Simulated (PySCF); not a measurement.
Bonds (- single, = double, # triple, : aromatic): C1=N2, N2-Si3, Si3-N4, Si3-P5, Si3-C6, C6-C7, C6-C8. C1 carries H9, H10; N4 carries H11, H12; P5 carries H13, H14; C6 carries H15; C7 carries H16, H17, H18; C8 carries H19, H20, H21. Stereochemistry as in C=N[Si@](N)(P)C(C)C. H9 is cis to Si3; H10 is trans to Si3.

Method: shieldings: GIAO PBE0/pcSseg-1, GFN2-xTB geometry, in PySCF 2.14 (non-relativistic Hamiltonian, one conformer, rapidly exchanging positions averaged, isolated molecule).

Q: List the cross peaks expected in HSQC, COSY and HMBC spectra.

A: 

HSQC (one-bond C–H):
```
                δH          δC
        8.54 (H10)  173.1 (C1)
         8.52 (H9)  173.1 (C1)
1.18 (H19/H20/H21)   17.9 (C8)
        0.91 (H15)   20.4 (C6)
0.88 (H16/H17/H18)   19.1 (C7)
```

COSY cross peaks (H two or three bonds apart, from the bond graph; peaks can be absent where the dihedral angle is near 90°):
```
                δH                  δH
        8.54 (H10)           8.52 (H9)
1.18 (H19/H20/H21)          0.91 (H15)
        0.91 (H15)  0.88 (H16/H17/H18)
```

HMBC (two and three bonds, from the bond graph):
```
                δH                    δC
1.18 (H19/H20/H21)  20.4 (C6), 19.1 (C7)
        0.91 (H15)  19.1 (C7), 17.9 (C8)
0.88 (H16/H17/H18)  20.4 (C6), 17.9 (C8)
    0.64 (H13/H14)             20.4 (C6)
```

δ = σ(ref) − σ, references computed at the same level: TMS for ¹H (σref 31.72), ¹³C (σref 186.93).

Short H···H contacts in this conformer between protons four or more bonds apart (candidates for NOE cross peaks, intensity ∝ r⁻⁶): H18···H19 2.53 Å.

Exchangeable OH/NH protons stand at their gas-phase positions; hydrogen bonding in a real sample shifts them, mostly to higher δ. Shifts are as computed. Against solution values, carbons near 30 ppm lie about +3 ppm off and those near 130 ppm about +5 ppm. Of 1309 compounds with measured shifts, 239 miss one by over three times the rms of a fit or turn the order of signals round; such compounds aren't used in these exercises.
